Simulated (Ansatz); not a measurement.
Consider the redistribution: `[F][Mg][F]` + `N[SiH]1N=C1Cl` → `[F][Mg][Cl]` + `N[SiH]1N=C1F`.

Calculated with Ansatz (gas phase, PBE0-D4/def2-TZVP geometries, no zero-point term in ΔE). CBS: MP2 limit from def2 TZ/QZ plus the TZ coupled-cluster correction, frozen cores. Functionals use def2-TZVPP. HSE06 is defined as in plane-wave codes. For Mg outer-core shells are correlated without core-valence functions, which leaves a few kJ/mol of doubt a bond. Each species was taken in one conformer, which may not be the lowest.

```json
{"level": "PBE-D4", "ΔE (kJ/mol)": "-10.8", "difference from CCSD(T)/CBS": "0.0"}
{"level": "BLYP-D4", "ΔE (kJ/mol)": "-4.2", "difference from CCSD(T)/CBS": "6.6"}
{"level": "r2SCANh-D4", "ΔE (kJ/mol)": "-21.0", "difference from CCSD(T)/CBS": "-10.2"}
{"level": "BHLYP-D4", "ΔE (kJ/mol)": "-25.1", "difference from CCSD(T)/CBS": "-14.3"}
{"level": "revPBE", "ΔE (kJ/mol)": "-12.5", "difference from CCSD(T)/CBS": "-1.7"}
{"level": "BLYP", "ΔE (kJ/mol)": "-9.9", "difference from CCSD(T)/CBS": "0.9"}
{"level": "r2SCAN", "ΔE (kJ/mol)": "-19.3", "difference from CCSD(T)/CBS": "-8.5"}
{"level": "PBE0", "ΔE (kJ/mol)": "-22.4", "difference from CCSD(T)/CBS": "-11.6"}
{"level": "HSE06", "ΔE (kJ/mol)": "-22.7", "difference from CCSD(T)/CBS": "-11.9"}
{"level": "LC-ωPBE", "ΔE (kJ/mol)": "-23.6", "difference from CCSD(T)/CBS": "-12.8"}
{"level": "RPA@PBE/def2-TZVPP", "ΔE (kJ/mol)": "-15.1", "difference from CCSD(T)/CBS": "-4.3"}
{"level": "HF/def2-SVP", "ΔE (kJ/mol)": "-53.8", "difference from CCSD(T)/CBS": "-43.0"}
{"level": "MP2/def2-SVP", "ΔE (kJ/mol)": "-13.9", "difference from CCSD(T)/CBS": "-3.1"}
{"level": "CCSD(T)/def2-SVP", "ΔE (kJ/mol)": "-21.8", "difference from CCSD(T)/CBS": "-11.0"}
{"level": "MP2/def2-QZVPP", "ΔE (kJ/mol)": "-2.0", "difference from CCSD(T)/CBS": "8.8"}
{"level": "MP2/CBS(def2)", "ΔE (kJ/mol)": "-0.9", "difference from CCSD(T)/CBS": "9.9"}
{"level": "CCSD(T)/CBS", "ΔE (kJ/mol)": "-10.8", "difference from CCSD(T)/CBS": "0"}
```

Largest T1 diagnostic among the species: 0.014.

Leaving LDA and LC-ωPBE aside and taking each functional with its dispersion term where it has one, the values spread over 20.9 kJ/mol, from BHLYP-D4 to BLYP-D4. LDA lies −6.0 kJ/mol from PBE without D4. The D4 term adds +4.3 kJ/mol with B3LYP and +2.3 kJ/mol with PBE0; it sums over pairs of atoms, weighted by their polarisabilities, and B3LYP, whose exchange is more repulsive, gets the larger term.

B3LYP here is the variant with VWN-RPA as its local correlation; programs differ in this.
